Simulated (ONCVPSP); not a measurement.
iridium: one change to an ONCV potential, before and after

iridium (Ir), optimised norm-conserving Vanderbilt (ONCV), made with ONCVPSP 4.0.1 (PBE, fully relativistic). Core [Kr] 4d10, reference 4f14 5s2 5p6 5d7 6s2. Waves: 5s+6s: rc 1.35 bohr, ncon 3, nbas 7, qcut 7.2 1/bohr, 2 projectors; 5p: rc 1.65 bohr, ncon 3, nbas 7, qcut 7.9 1/bohr, 2 projectors, debl 1.1 Ha; 5d: rc 1.65 bohr, ncon 3, nbas 7, qcut 6.9 1/bohr, 2 projectors, debl 2 Ha; 4f: rc 0.95 bohr, ncon 4, nbas 9, qcut 15.1 1/bohr, 2 projectors, debl 3.8 Ha. Local part: polynomial inside 0.85 bohr (lpopt 5, dvloc0 0 Ha). Core correction: none.

Open shells are filled in proportion to 2j + 1.

In the p channel the program set the typed energies aside and used -1.873, 0.250 Ha (j = l + 1/2; the other j can differ).

Change: d: rc 2.2.

Cutoffs: the cutoffs (Ha) at which the residual kinetic energy of the hardest occupied pseudo-wave falls to 1 and 0.1 mHa per electron; they do not see the model core or the augmentation charge, which bear on the density cutoff. Errors are all-electron minus pseudo energies relative to the spin-unpolarised reference configuration.

**Question.** Predict the effect on cutoff, ghosts and configuration errors.

**Answer.** The potential gets neither clearly harder nor softer (266 Ha and 400 Ha → 266 Ha and 400 Ha); the bound ghosts move from s to d, s; of the 4 tests that both files solve, the error grows in 1 and shrinks in 3 by more than 15 % and 0.3 meV (median size 2.0 → 1.5 meV).

```csv
quantity,base,changed
"cutoff, loose",266 Ha,266 Ha
"cutoff, tight",400 Ha,400 Ha
loose cutoff by channel,"s 23 Ha, p 18 Ha, d 18 Ha, f 266 Ha","s 23 Ha, p 18 Ha, d 16 Ha, f 266 Ha"
bound ghosts,s,"s, d5/2"
GHOST(+) flags under 300 eV,"p3/2 at 120.6 eV, p1/2 at 163.4 eV","d3/2 at 81.0 eV, p3/2 at 120.6 eV, p1/2 at 163.4 eV"
"error for 4f14 5s2 5p6 5d7 6s1, meV [ΔE 9.89 eV]",-0.8,-0.3
"error for 4f14 5s2 5p6 5d7 6s0, meV [ΔE 27.36 eV]",-5.0,-4.2
"error for 4f14 5s2 5p6 5d6 6s0, meV [ΔE 57.90 eV]",-0.9,-1.8
"error for 4f14 5s2 5p6 5d8 6s1, meV [ΔE -0.35 eV]",-3.0,+1.2
s: phases at 1.37 bohr within 0.05 rad from the reference energy up to (Ha; the scan ends near 5),to the end of the scan,to the end of the scan
p3/2: phases at 1.68 bohr within 0.05 rad from the reference energy up to (Ha; the scan ends near 5),2.7,2.7
p1/2: phases at 1.68 bohr within 0.05 rad from the reference energy up to (Ha; the scan ends near 5),to the end of the scan,to the end of the scan
f7/2: phases at 0.97 bohr within 0.05 rad from the reference energy up to (Ha; the scan ends near 5),to the end of the scan,to the end of the scan
f5/2: phases at 0.97 bohr within 0.05 rad from the reference energy up to (Ha; the scan ends near 5),to the end of the scan,to the end of the scan
```

 A true bound ghost makes a file unfit for plane-wave use even where its test errors are small: the radial tests pick states by their node count and pass the ghost by.
